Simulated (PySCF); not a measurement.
A geometry optimisation, step by step.

Bromine oxoborane, BBrO.
Bonds: O1–B2 (double), B2–Br3.

Method: PBE0-D3(BJ)/def2-SVP geometry optimisation, gas phase in PySCF 2.14.0; density fitting, grid level 1; the optimiser is geomeTRIC in internal coordinates, started from a GFN2-xTB structure with every atom displaced at random (about 0.01 Å). The frame can shift and turn from step to step; on so coarse a grid that alone can change the energy by a few meV, and forces under 0.02 eV/Å are noise.

Step 0: E = -72749.6381 eV, largest atomic force 4.940 eV/Å
```
atom  x, y, z in Å  |  force x, y, z in eV/Å
O1     -1.349    0.282   -0.002   -4.874   0.804   0.015
B2     -0.204    0.101   -0.007    3.426  -0.574  -0.010
Br3     1.558   -0.205   -0.010    1.448  -0.231  -0.006
```

Step 1: E = -72749.7793 eV, largest atomic force 0.218 eV/Å
```
atom  x, y, z in Å  |  force x, y, z in eV/Å
O1     -1.417    0.295   -0.034    0.217  -0.010  -0.005
B2     -0.223    0.116   -0.044   -0.122  -0.018   0.005
Br3     1.595   -0.177   -0.058   -0.095   0.029  -0.001
```

Step 2: E = -72749.7798 eV, largest atomic force 0.055 eV/Å
```
atom  x, y, z in Å  |  force x, y, z in eV/Å
O1     -1.414    0.296   -0.034    0.054   0.006  -0.002
B2     -0.223    0.114   -0.044   -0.053  -0.015   0.003
Br3     1.592   -0.176   -0.057   -0.001   0.009  -0.001
```

Step 3: E = -72749.7798 eV, largest atomic force under 0.02 eV/Å
```
atom  x, y, z in Å  |  force x, y, z in eV/Å
O1     -1.413    0.298   -0.035   -0.005   0.009  -0.001
B2     -0.223    0.113   -0.044   -0.003  -0.012   0.001
Br3     1.591   -0.176   -0.057    0.008   0.003   0.000
```

Question: Summarise the path.

Answer: The energy falls by 0.1418 eV from step 0 to step 3; nine tenths of that is first reached at step 1. It falls at every step. The largest force goes from 4.940 to under 0.02 eV/Å. Among the bonds B2–Br3 changes most, from 1.788 to 1.837 Å; the atoms move by 0.039 Å rms after alignment.

The cost below is that of the whole optimisation. The run took 3.8 s on one thread of an Arm Neoverse V2, shared host with 96 logical CPUs at a one-minute load of 57, and the process peaked at 0.28 GiB of memory.
